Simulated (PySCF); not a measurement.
Species: C₉H₆O.
Structure used (PBE0-D3(BJ)/def2-SVP), in Å, numbered top down from 1:
```xyz
16
C9H6O angstrom
C      3.873    0.199   -0.941
C      2.689    0.146   -0.681
C      1.296    0.080   -0.374
C      0.451   -0.779   -1.097
C     -0.902   -0.841   -0.789
C     -1.432   -0.053    0.238
C     -2.872   -0.131    0.566
O     -3.407    0.498    1.445
C     -0.593    0.806    0.960
C      0.757    0.874    0.658
H      4.922    0.247   -1.170
H      0.870   -1.393   -1.896
H     -1.561   -1.509   -1.350
H     -3.456   -0.841   -0.075
H     -1.032    1.411    1.757
H      1.418    1.541    1.215
```

All values: CAM-B3LYP/def2-SVPD (PySCF, non-relativistic), on one gas-phase PBE0-D3(BJ)/def2-SVP geometry that isn't relaxed in the solvent. The solvent is an IEF-PCM continuum (van der Waals radii × 1.2), and excitations are vertical TDDFT with non-equilibrium linear response and a frozen core. Only the electrostatic response of the medium enters.

```json
{"run": "gas", "E − E(gas) (kJ/mol)": "0.00", "HOMO (eV)": "-8.48", "HOMO–LUMO gap (eV)": "7.15", "dipole (D)": "3.16", "lowest singlet (eV)": "3.82", "static polarisability (au)": "114.0"}
{"run": "P", "E − E(gas) (kJ/mol)": "-28.49", "HOMO (eV)": "-8.40", "HOMO–LUMO gap (eV)": "7.13", "dipole (D)": "4.07", "lowest singlet (eV)": "3.96", "static polarisability (au)": "157.8"}
{"run": "Q", "E − E(gas) (kJ/mol)": "-25.48", "HOMO (eV)": "-8.40", "HOMO–LUMO gap (eV)": "7.13", "dipole (D)": "3.97", "lowest singlet (eV)": "3.94", "static polarisability (au)": "152.5"}
```

**Question.** The runs were made in acetone and dichloromethane. Which run belongs to which solvent?

**Answer.** P = acetone, Q = dichloromethane. The dielectric constants are 8.93 (dichloromethane), 20.49 (acetone), and the energy falls further as ε rises. The optical constants n² used for the excitations are 2.03, 1.85 in the same order. In this model the ground state sees the solvent through ε alone.

**Question.** How constant is the ratio of the lowering to (ε − 1)/(2ε + 1)?

**Answer.** 
| solvent | (ε − 1)/(2ε + 1) | E − E(gas) (kJ/mol) | ratio (kJ/mol) | polarisation term (kJ/mol) |
| --- | --- | --- | --- | --- |
| dichloromethane | 0.420 | -25.48 | -60.6 | -29.60 |
| acetone | 0.464 | -28.49 | -61.4 | -33.68 |

The ratio changes by +1.2 % in size from dichloromethane to acetone. The polarisation term is half the interaction of the solute with the induced surface charges.

Rough CPU time on one thread of a shared machine: about 80 s. This is the whole response run at CAM-B3LYP/def2-SVPD in acetone, SCF included.
